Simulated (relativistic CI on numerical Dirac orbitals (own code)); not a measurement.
## Pd3+ (4d7) in a crystal field

Calculated by Dirac-Coulomb-Breit CI, KLI orbitals optimised for each configuration, model QED (radiative potential, 1s self-energy scaled to tabulated hydrogen-like ionisation energies), one configuration in a parametric crystal field, unscaled Slater integrals (own radial code). With so little scaling, terms lie 10 to 35 % too far apart, which can change the order of excited levels.

Field parameters in Wybourne normalisation: Oh B⁴₀ = 21Dq, B⁴₄ = √(5/14) B⁴₀. The field is a parameter set, without covalency.

S is read from ⟨S²⟩ = S(S + 1).

Levels (cm⁻¹, degeneracy): 0 (4), 5603 (2), 6640 (4), 8489 (2), 8843 (4), 23174 (4), 24718 (4), 24805 (2), 25222 (2), 30078 (4), 31178 (2), 31453 (4).

Which field gives this pattern?
A. Oh, 10Dq = 26250 cm⁻¹
B. Oh, 10Dq = 38650 cm⁻¹
C. Oh, 10Dq = 9650 cm⁻¹

A. Oh, 10Dq = 26250 cm⁻¹, ground level with S = 0.60.
